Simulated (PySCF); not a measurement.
## Ag³⁺ (silver, charge +3): PBE0 calculation

Configuration: [Kr] 4d8, high-spin 3F determinant. All numbers are calculated (PySCF 2.14, scalar relativity by spin-free X2C-1e, in ANO-RCC-VTZP (7s6p4d2f1g, 68 functions)).

```json
{
 "Total energy": "-5312.55 hartree",
 "One-electron energy": "-7262.70 hartree",
 "Hartree (Coulomb) energy": "2099.39 hartree",
 "Exchange-correlation energy": "-149.24 hartree",
 "⟨S²⟩": "2.0008",
 "⟨L²⟩": "12.010",
 "Sum of ⟨r⟩": "25.14 bohr",
 "Sum of ⟨r²⟩": "26.10 bohr²",
 "Langevin diamagnetic susceptibility": "-20.7 ×10⁻⁶ cm³/mol"
}
```

| shell | electrons | mean orbital energy (eV) | spread (eV) | rms radius, mean of both spins (bohr) |
| --- | --- | --- | --- | --- |
| 1s β | 1 | -25414.2 | 0 | 0.0357 |
| 1s α | 1 | -25414.2 | 0 | 0.0357 |
| 2s α | 1 | -3799.2 | 0 | 0.146 |
| 2s β | 1 | -3798.7 | 0 | 0.146 |
| 2p α | 3 | -3412.2 | 0 | 0.130 |
| 2p β | 3 | -3411.7 | 0 | 0.130 |
| 3s α | 1 | -738.60 | 0 | 0.393 |
| 3s β | 1 | -738.35 | 0 | 0.393 |
| 3p α | 3 | -610.38 | 0 | 0.395 |
| 3p β | 3 | -610.08 | 0 | 0.395 |
| 3d α | 5 | -407.64 | 0.387 | 0.377 |
| 3d β | 5 | -407.12 | 0.380 | 0.377 |
| 4s α | 1 | -140.32 | 0 | 0.966 |
| 4s β | 1 | -138.01 | 0 | 0.966 |
| 4p α | 3 | -102.32 | 0 | 1.06 |
| 4p β | 3 | -99.718 | 0 | 1.06 |
| 4d α | 5 | -46.771 | 1.139 | 1.36 |
| 4d β | 3 | -45.269 | 0 | 1.36 |

Densities and radii are taken from the X2C orbitals without a picture-change correction, which distorts them close to the nucleus.
